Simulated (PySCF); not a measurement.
**Electron correlation in W⁺ (tungsten, charge +1)**

[Xe] 4f14 5d4 6s1, high-spin 6D determinant. Computed with PySCF 2.14 in aug-cc-pVTZ-PP with ECP60MDF, with scalar relativity through the core potential. Frozen: 5s2 5p6; 5 electrons correlated.

| level | correlation energy (mhartree) |
| --- | --- |
| CCSD | -57.21 |
| (T) | -1.12 |
| CCSD(T) | -58.33 |

Diagnostics: T1 = 0.0043, D1 = 0.0117, largest double amplitude 0.020.

Spin-orbit coupling, absent here, splits the open shell strongly.

Cost of the coupled-cluster step: of the order of 22 core-seconds, for 5 correlated electrons.

Iterations:

```
CC2 = 0
CCSD nocc = (np.int64(5), np.int64(0)), nmo = (84, 84)
frozen orbitals [[0, 1, 2, 3], [0, 1, 2, 3]]
max_cycle = 100
direct = 0
conv_tol = 1e-08
conv_tol_normt = 1e-06
diis_space = 8
diis_start_cycle = 0
Init t2, MP2 energy = -0.0500537217685079
Init E_corr(UCCSD) = -0.0500537217690433
cycle = 1  E_corr(UCCSD) = -0.0559137111186478  dE = -0.00585998935  norm(t1,t2) = 0.0240985
cycle = 2  E_corr(UCCSD) = -0.0568357832948059  dE = -0.000922072176  norm(t1,t2) = 0.00812652
cycle = 3  E_corr(UCCSD) = -0.0572303245067145  dE = -0.000394541212  norm(t1,t2) = 0.00365201
cycle = 4  E_corr(UCCSD) = -0.0572041383612881  dE = 2.61861454e-05  norm(t1,t2) = 0.000536383
cycle = 5  E_corr(UCCSD) = -0.0572072945335264  dE = -3.15617224e-06  norm(t1,t2) = 0.000116633
cycle = 6  E_corr(UCCSD) = -0.05720730659504  dE = -1.20615136e-08  norm(t1,t2) = 2.35039e-05
cycle = 7  E_corr(UCCSD) = -0.0572073585632598  dE = -5.19682199e-08  norm(t1,t2) = 5.3261e-06
cycle = 8  E_corr(UCCSD) = -0.0572073243546286  dE = 3.42086312e-08  norm(t1,t2) = 9.7637e-07
cycle = 9  E_corr(UCCSD) = -0.0572073317009876  dE = -7.34635895e-09  norm(t1,t2) = 1.82856e-07
UCCSD converged
E(UCCSD) = -66.5217445431829  E_corr = -0.05720733170098759
UCCSD(T) correction = -0.00111507062325863
```
